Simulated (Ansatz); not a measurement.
Gas-phase electronic energies from Ansatz, PBE0-D4/def2-TZVP geometries. CBS: MP2 limit from def2 TZ/QZ plus the TZ coupled-cluster correction, frozen cores. Functionals use def2-TZVPP. def2 core potentials past Kr. For Sb outer-core shells are correlated without core-valence functions, which leaves a few kJ/mol of doubt a bond. One conformer a species, not always the lowest.

`C=[N][SbH][SiH2]O` + `[CH3][AlH][OH]` → `[CH3][AlH][O][SiH2]O` + `C=[N][SbH2]`  (cleavage of the Si–Sb bond)

| level | ΔE (eV) |
| --- | --- |
| PBE0-D4 | -1.05 |
| HF/def2-TZVPP | -1.54 |

Task: What does CCSD(T)/CBS give? (Estimate.)

Result: Computed: -1.17 eV. The listed levels differ from it by 0.12, -0.37 eV.

Largest T1 diagnostic among the species: 0.015.

In def2-TZVPP, CCSD(T) changes the Hartree–Fock value by +0.31 eV (the triples alone add +0.05 eV) and MP2 by +0.33 eV. The D4 term adds +0.07 eV with B3LYP and +0.04 eV with PBE0; it sums over pairs of atoms, weighted by their polarisabilities, and B3LYP, whose exchange is more repulsive, gets the larger term.

B3LYP here is the variant with VWN-RPA as its local correlation; programs differ in this.
